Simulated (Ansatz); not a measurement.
`[AlH2][O][SiH2][AlH2]`, 10 atoms. Charge 0, multiplicity 1. All runs use 2 threads of an Arm Neoverse V2 on a shared host. Correlated methods freeze the cores.

Task: How many basis functions does each run have, and how long does it take in Ansatz? RKS PBE0-D4/def2-SVP energy; RKS ωB97M-V/def2-SVP energy; RKS PBE0-D4/def2-TZVP frequencies; RKS ωB97M-V/def2-QZVPP energy; RHF-MP2/def2-QZVPP energy; direct RPA on PBE orbitals/def2-TZVPP energy; RKS r2SCAN-D4/def2-TZVPP energy and forces; RHF-CCSD(T)/def2-TZVPP energy; RKS r2SCAN0-D4/def2-TZVPP energy; RKS PBE0-D4/def2-QZVPP energy; RKS PBE0-D4/def2-TZVP relaxation (16 steps); RKS BHLYP-D4/def2-TZVPP energy. (Best estimate.)

Result: Computed: Other jobs shared the machine, so times are rough.

```csv
level,job,functions,wall time,peak host memory (GiB)
RKS PBE0-D4/def2-SVP,energy,98,1.6 s,0.18
RKS BHLYP-D4/def2-TZVPP,energy,241,4.4 s,0.59
direct RPA on PBE orbitals/def2-TZVPP,energy,241,7 s,0.48
RKS r2SCAN-D4/def2-TZVPP,energy and forces,241,7 s,0.33
RKS r2SCAN0-D4/def2-TZVPP,energy,241,7.5 s,0.61
RKS ωB97M-V/def2-SVP,energy,98,8 s,0.3
RKS PBE0-D4/def2-QZVPP,energy,447,12 s,1.4
RHF-MP2/def2-QZVPP,energy,447,26 s,2.2
RKS ωB97M-V/def2-QZVPP,energy,447,30 s,1.8
RKS PBE0-D4/def2-TZVP,relaxation (16 steps),178,71 s,0.44
RKS PBE0-D4/def2-TZVP,frequencies,178,2.8 min,0.43
RHF-CCSD(T)/def2-TZVPP,energy,241,6.9 min,1.7
```
